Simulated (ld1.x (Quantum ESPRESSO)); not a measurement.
Pseudopotential generation for S: TM semilocal, LDA (PZ), scalar-relativistic.

S, norm-conserving Troullier–Martins (semilocal form), made with ld1.x (Quantum ESPRESSO) 7.5 (LDA (PZ), scalar-relativistic). Core [Ne], reference 3s2 3p4. Waves: 3p (bound): rc 1.75 bohr; 3s (bound): rc 1.35 bohr. Local part: the s channel. Core correction: a·sin(br)/r model core inside 0.65 bohr.

Estimate the cutoffs (Ry, on a coarse ladder) from which the occupation-weighted sum of valence levels, in a spherical-Bessel basis at the reference potential, stays within 10 and 1 mRy of its value at 400 Ry.

40 Ry and 60 Ry.

Which valence shell sets the plane-wave cutoff?

3s: its level needs 55 Ry to come within 1 mRy, against 25 Ry for 3p.

Tests: 3s2 3p3; 3s2 3p2; 3s2 3p1; 3s1 3p5; 3s2 3p0; 3s1 3p4; 3s2 3p3.5. Which has the largest error in its energy relative to the reference configuration, and how large is it?

3s2 3p0, with +192 meV (all-electron minus pseudo) on +115.38 eV.
